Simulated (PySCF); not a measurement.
Vertical excitations of a molecule C5H8O from TDA-PBE/def2-SVPD (PySCF), as energy in eV (oscillator strength): 4.95 (0.007), 5.92 (0.006), 6.35 (0.012), 6.44 (0.010), 6.58 (0.038), 6.73 (0.054), 6.79 (0.153), 6.89 (0.003), 7.18 (0.024), 7.20 (0.010). Lowest triplet (TDA): 4.13 eV. Coordinates come from a PBE0-D3(BJ)/def2-SVP optimisation. One conformer was computed; it need not be the lowest.

**Question.** Identify the compound among the candidates.
A) C=CCOC=C
B) C=C1CCOC1
C) C[C@H]1C=COC1
D) CC1=CO[C@H]1C

**Answer.** B, C=C1CCOC1
